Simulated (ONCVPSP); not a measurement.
**Scattering properties, ONCV potential for praseodymium (Pr)**

ONCVPSP 4.0.1 input, shortened (lines: element, Z, core and valence counts, functional; n l f; lmax; l rc ep ncon nbas qcut; lloc lpopt rc5 dvloc0; l nproj debl; icmod fcfact rcfact), PBE, scalar-relativistic:

```
  Pr 59.00    9    4        4      upf
    1    0    2.00
    2    0    2.00
    2    1    6.00
    3    0    2.00
    3    1    6.00
    3    2   10.00
    4    0    2.00
    4    1    6.00
    4    2   10.00
    4    3    3.00
    5    0    2.00
    5    1    6.00
    6    0    1.00
    3
    0    2.85    0.00    4    7    4.90
    1    2.60    0.00    4    8    5.20
    2    2.50    0.28    3    7    4.40
    3    1.30    0.00    3    7   10.90
    4    3    1.20   -1.00
    0    2    2.10
    1    3    1.00
    2    1    0.80
    3    2    3.30
    3    3.50    1.70
```

In the p channel the program set the typed energies aside and used -1.004, 0.250, 1.250 Ha. In the d channel the program set the typed energies aside and used 0.050 Ha.

The phase is arctan(r·R′/R) of the radial function R(r), unwrapped; energies in Ha, scanned from -3 to 5 Ha. A pole is an energy at which the radial function vanishes at the test radius. The pseudo phase is shifted by a multiple of π to meet the all-electron one at the reference energy, and phase errors are pseudo minus all-electron; the curves can meet again beyond the range given. Levels narrower than the energy grid can be missing from the lists of poles. Where the grid stepped over a known ghost or core level, its pole and its step of π were put in at the level’s energy.

Problem. For each channel, where are the poles, and over which energies does the pseudopotential scatter like the atom?

Solution.

| channel | radius (bohr) | reference energy (Ha) | poles, all-electron | poles, pseudo | unbroken range about the reference energy with phases within 0.05 rad | phase error 1 Ha above the reference energy (rad) |
| --- | --- | --- | --- | --- | --- | --- |
| s | 2.90 | -0.30 | -1.59, 1.42 | -1.59, -1.23, 1.42 | -1.2 to 2.7 | +0.000 |
| p | 2.63 | -1.00 | -0.75, 2.95 | -0.75, 2.95 | below 4.7 | +0.000 |
| d | 2.54 | 0.05 | 0.56, 4.71 | 0.55, 2.86 | below 1.2 | -0.025 |
| f | 1.32 | -0.26 | 0.77 | 0.77 | the whole range | +0.000 |

Note: ghosts flagged at negative energy: s at -33.4 eV; GHOST(+) flagged for p at 161.4 eV. A true bound ghost makes a file unfit for plane-wave use.

Phases in the p channel:

```
E (Ha)  all-electron  pseudo
 -2.98         1.347   1.347
 -2.76         1.330   1.330
 -2.54         1.309   1.309
 -2.32         1.281   1.281
 -2.10         1.242   1.242
 -1.88         1.180   1.180
 -1.66         1.065   1.065
 -1.44         0.764   0.764
 -1.22        -0.390  -0.390
 -1.00        -1.302  -1.302
 -0.78        -1.550  -1.550
 -0.56        -1.670  -1.670
 -0.34        -1.761  -1.761
 -0.12        -1.855  -1.855
  0.10        -1.981  -1.981
  0.32        -2.195  -2.195
  0.54        -2.644  -2.644
  0.76        -3.441  -3.441
  0.98        -4.026  -4.026
  1.20        -4.293  -4.293
  1.42        -4.430  -4.430
  1.64        -4.513  -4.513
  1.86        -4.568  -4.568
  2.08        -4.609  -4.609
  2.30        -4.641  -4.641
  2.52        -4.668  -4.668
  2.74        -4.692  -4.692
  2.96        -4.713  -4.713
  3.18        -4.734  -4.734
  3.40        -4.754  -4.755
  3.62        -4.776  -4.777
  3.84        -4.801  -4.803
  4.06        -4.830  -4.833
  4.28        -4.867  -4.874
  4.50        -4.918  -4.935
  4.72        -4.997  -5.045
  4.94        -5.145  -5.324
```
